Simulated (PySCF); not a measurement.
C$_{6}$H$_{6}$OS: calculation and literature

Geometry (Å), atoms numbered from 1 in this order:
```xyz
14

C     1.237    2.157    0.690
C     0.812    1.287   -0.466
O     1.073    1.569   -1.615
C     0.055    0.054   -0.159
C    -0.404   -0.852   -1.091
C    -1.095   -1.939   -0.508
C    -1.152   -1.846    0.863
S    -0.369   -0.442    1.444
H     1.893    1.595    1.374
H     1.772    3.033    0.304
H     0.361    2.484    1.272
H    -0.229   -0.703   -2.158
H    -1.536   -2.763   -1.070
H    -1.619   -2.539    1.563
```

- shielding tensors at HF/pcSseg-1 (GIAO)
- PBE0-D3(BJ)/def2-SVP geometry
- run in PySCF 2.14
- no solvent model, non-relativistic, one conformer, fast rotation and ring inversion assumed for equivalent nuclei

Reference values: estimated from measurements, as parent shift plus tabulated substituent increment (solution, not stated per compound (mostly CDCl3 or CCl4); Pretsch, Buehlmann, Badertscher, Structure Determination of Organic Compounds, 4th ed. (2009)).
```csv
atoms,quantity,reference,computed
H12,δ ¹H,7.69,8.50
H14,δ ¹H,7.63,7.55
H13,δ ¹H,7.12,7.21
```

Computed shifts are σ(ref) − σ with the named reference compound (TMS for H and C) calculated as an isolated molecule at the same level.

Task: How far are the unscaled ¹H shifts from the references?

Result: Mean signed difference +0.27 ppm, mean absolute 0.33 ppm over 3 comparisons; the largest is +0.81 ppm at H12 (hydrogen on an aromatic CH).

3 of the 6 published NMR values on file for this molecule are compared.
